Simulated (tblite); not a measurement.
Compound: C5H6NO2S (charge -1).
Atom-mapped SMILES: `[CH3:1]/[N:2]=[CH:3]/[C:4](=[CH:5]\[S-:6])[C:7](=[O:8])[OH:9]` (hydrogens: H10, H11, H12 on C1; H13 on C3; H14 on C5; H15 on O9)

Structure optimised with GFN2-xTB, isolated species.

**Question.** Give the optimised bond lengths and angles.

**Answer.** 
```csv
bond,length (pm),order
C1–N2,142.8,single
N2=C3,127.2,double
C3–C4,143.1,single
C4=C5,139.3,double
C5–S6,166.1,single
C4–C7,143.9,single
C7=O8,122.7,double
C7–O9,136.1,single
C1–H10,110.5,single
"C1–H11, C1–H12",109.5,single
C3–H13,110.3,single
C5–H14,108.8,single
O9–H15,96.9,single
```

Bonds in one row agree within 1 pm and their mean is given. Orders are formal, as drawn. A selection of angles:
```csv
angle,degrees
C1–N2–C3,118.4
N2–C3–C4,126.2
C3–C4–C5,120.0
C3–C4–C7,123.4
C5–C4–C7,116.6
C4–C5–S6,127.9
C4–C7–O8,126.0
C4–C7–O9,115.5
O8–C7–O9,118.4
H15–O9–C7,107.2
```

Torsions: C1–N2–C3–C4 180° (antiperiplanar); N2–C3–C4–C5 180° (antiperiplanar); C3–C4–C5–S6 0° (synperiplanar); C3–C4–C7–O8 180° (antiperiplanar); H15–O9–C7–C4 180° (antiperiplanar).

C3 (imine carbon) is planar (angles 126.2°, 120.8° and 113.0°, sum 360.0°, 0.00 Å off the plane of its three neighbours). C4 (carbon bonded to 3 C) is planar (angles 123.4°, 120.0° and 116.6°, sum 360.0°, 0.00 Å off the plane of its three neighbours). The 9 heavy atoms lie in one plane (0.002 Å rms). O9 (acid hydroxyl oxygen) is bent (angle 107.2°). The C–C distances run from 1.393 Å (C4=C5, drawn double in one of several resonance forms) to 1.439 Å (C4–C7, drawn single), a spread of 0.046 Å. N2 (imine nitrogen) is bent (angle 118.4°). The C–O distances run from 1.227 Å (C7=O8, drawn double) to 1.361 Å (C7–O9, drawn single), a spread of 0.134 Å.

Point group: Cs (tolerance 0.08 Å). Its GFN2-xTB frequencies are all real (lowest 45 cm⁻¹). Torsions: N2–C3–C4–C5 180°, C3–C4–C7–O8 180°, C4–C7–O9–H 180°.

One conformer stands for the species.

All values are computed, not measured.
